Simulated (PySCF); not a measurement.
## Ionisation energy along the 25-electron series

Calculated with PySCF 2.14 and a two-component X2C-1e Hamiltonian (Gaussian nucleus, no Breit or QED terms), each ion in its own even-tempered basis scaled to its charge; GMP2 freezes [Ne] and drops the highest virtual spinors. Values in eV. NIST values: (m) measured, (s) semi-empirical, (t) theoretical.

```
  ion  configuration  GHF (spin-free)  GMP2 (spin-free)  GHF (screened spin-orbit)  GMP2 (screened spin-orbit)          NIST
Ho⁴²⁺       [Ar] 3d7           3368.4            3369.4                     3360.7                      3361.0  3359 ± 4 (t)
Er⁴³⁺       [Ar] 3d7           3515.4            3516.3                     3506.5                      3506.8  3505 ± 4 (t)
Tm⁴⁴⁺       [Ar] 3d7           3665.1            3666.1                     3655.0                      3655.3  3653 ± 4 (t)
```

Between Z = 67 and Z = 69 the GMP2 (screened spin-orbit) value grows as Z to the power 2.85.
